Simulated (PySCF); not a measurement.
C2H2Cl2Si, SMILES C#C[SiH](Cl)Cl. Atoms are numbered in the order given.

```xyz
7

Si    -0.0107    -0.5386     0.0000
Cl    -0.9281     0.2226     1.6850
Cl    -0.9281     0.2226    -1.6850
C      1.7385    -0.0401     0.0000
C      2.9131     0.2769     0.0000
H     -0.1547    -2.0076     0.0000
H      3.9507     0.5598     0.0000
```
Charge 0, spin multiplicity 1.

Coordinates come from a B3LYP-D3(BJ)/def2-SVP optimisation.

Calculation: ωB97X/def2-TZVP (PySCF).

Atomic charges (e):

| atom | IAO | Mulliken |
|---|---|---|
| Si1 | 1.04 | 0.60 |
| Cl2 | ? | -0.20 |
| Cl3 | ? | -0.20 |
| C4 | ? | -0.28 |
| C5 | ? | -0.14 |
| H6 | -0.13 | 0.00 |
| H7 | 0.21 | 0.22 |

### Question
Fill in the missing entries. (The exact figures need the calculation; the answer reports its results.)

### Answer

- Cl2, IAO: -0.31
- Cl3, IAO: -0.31
- C4, IAO: -0.38
- C5, IAO: -0.14

### Question
Give the Mayer and Wiberg (Löwdin basis) orders of the bonds. (An estimate is asked for; the answer gives what the named calculation found.)

### Answer

```tsv
bond	Mayer	Wiberg
Si1–Cl2	1.19	1.82
Si1–Cl3	1.19	1.82
Si1–C4	0.95	1.18
C4–C5	2.80	3.00
Si1–H6	0.95	0.92
C5–H7	0.93	0.92
```
